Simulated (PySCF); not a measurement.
B(CCH)2(H) (C4H3B), SMILES C(BC#C)#C.

The structure is a stationary point at B3LYP-D3(BJ)/def2-SVP.

The numbers are results of HF/def2-TZVP run with PySCF, not measurements.

Symmetry labels are those of the subgroup C2v that the program uses (full group C2v).

Computed valence orbital energies around the gap with their symmetry:
```
orbital  symmetry  energy (eV)
-------  --------  -----------
HOMO−7         B2       -20.32
HOMO−6         A1       -19.23
HOMO−5         B2       -16.80
HOMO−4         A1       -15.10
HOMO−3         B1       -11.82
HOMO−2         A1       -10.96
HOMO−1         B2       -10.91
HOMO           A2       -10.84
LUMO           B1         0.88
LUMO+1         A1         3.39
LUMO+2         A1         4.02
LUMO+3         B2         4.30
```
